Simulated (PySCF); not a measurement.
C₆H₁₀N₂.
Structure used (GFN2-xTB), in Å, numbered top down from 1:
```
atom  x, y, z in Å
C1    -2.2655    0.9138    0.0505
N2    -0.8899    0.7365   -0.3706
C3    -0.0753    0.0229    0.5727
C4    -0.2685   -1.5248    0.7672
C5     1.1544   -1.6475    0.3118
C6     1.3262   -0.3317    0.1077
C7     2.3976    0.5009   -0.3881
N8     2.3427    1.7370   -0.6395
H9    -2.7969   -0.0302    0.2364
H10   -2.7987    1.4689   -0.7190
H11   -2.2738    1.4989    0.9706
H12   -0.8537    0.2783   -1.2768
H13   -0.0968    0.5678    1.5221
H14   -0.4727   -1.8558    1.7851
H15   -0.9999   -1.9695    0.0924
H16    1.7893   -2.5086    0.2039
H17    3.3474    0.0009   -0.5698
H18    1.4252    2.1485   -0.4627
```

The closed-shell SCF was solved with PySCF and density fitting under several settings on one GFN2-xTB geometry (grid level 2 and gas phase unless stated).

```json
{"settings": "PBE0/pcSseg-1", "basis functions": "186", "SCF cycles": "14", "E (Eh)": "-343.6295", "HOMO (eV)": "-6.54", "LUMO (eV)": "-1.21", "dipole (D)": "3.75"}
{"settings": "PBE0/def2-SVPD", "basis functions": "240", "SCF cycles": "14", "E (Eh)": "-343.4458", "HOMO (eV)": "-6.58", "LUMO (eV)": "-1.30", "dipole (D)": "3.73"}
{"settings": "PW91/6-31G-J, fitting basis def2-universal-jkfit", "basis functions": "136", "SCF cycles": "12", "E (Eh)": "-343.9018", "HOMO (eV)": "-4.75", "LUMO (eV)": "-1.95", "dipole (D)": "3.97"}
```

Problem. Estimate the row for these settings: wB97X-D/6-31++G**, energy threshold 1e-07 Eh.

Solution. 
```tsv
settings	basis functions	SCF cycles	E (Eh)	HOMO (eV)	LUMO (eV)	dipole (D)
wB97X-D/6-31++G**, energy threshold 1e-07 Eh	204	9	-343.9800	-8.42	0.50	3.98
```

Problem. Over all rows, what range does the HOMO–LUMO gap span?

Solution. From 2.80 eV (PW91/6-31G-J, fitting basis def2-universal-jkfit) to 8.92 eV (wB97X-D/6-31++G**, energy threshold 1e-07 Eh). The functional of the narrowest has no exact exchange, that of the widest range-separated exact exchange.

Problem. And the dipole moment?

Solution. From 3.73 D (PBE0/def2-SVPD) to 3.98 D (wB97X-D/6-31++G**, energy threshold 1e-07 Eh); the largest is 1.07 times the smallest, and the median is 3.86 D.

Problem. Compare two rows with the functional PBE0: PBE0/pcSseg-1 and PBE0/def2-SVPD. Which energy is lower, and by how much?

Solution. PBE0/pcSseg-1 (186 functions) lies 0.1837 Eh or 115 kcal/mol below PBE0/def2-SVPD (240 functions). The smaller set gives the lower energy; the two sets aren't nested, so the variational bound doesn't order them by size.

Whole jobs, the steps after the SCF included, on one thread, Arm Neoverse N1 (aarch64), on a shared host:

```tsv
settings	work after the SCF	wall time	peak memory
PBE0/pcSseg-1	shieldings, ring-centre shieldings, charges and field gradients	46 s	0.83 GiB
PBE0/def2-SVPD	6 singlets by full TDDFT, 2 Tamm–Dancoff triplets, polarisability	76 s	0.97 GiB
PW91/6-31G-J, fitting basis def2-universal-jkfit	spin–spin couplings from 18 perturbed nuclei, spin–dipole term for 2 of them	47 s	0.49 GiB
wB97X-D/6-31++G**, energy threshold 1e-07 Eh	spin–spin couplings from 18 perturbed nuclei, spin–dipole term for 2 of them	2.0 min	1.1 GiB
```

wB97X-D ran without the empirical dispersion term, which would shift the total energy alone. Cycle counts include a coarse-grid stage where the run had one. All basis functions are spherical, in the Pople sets too.

One conformer stands for the species.
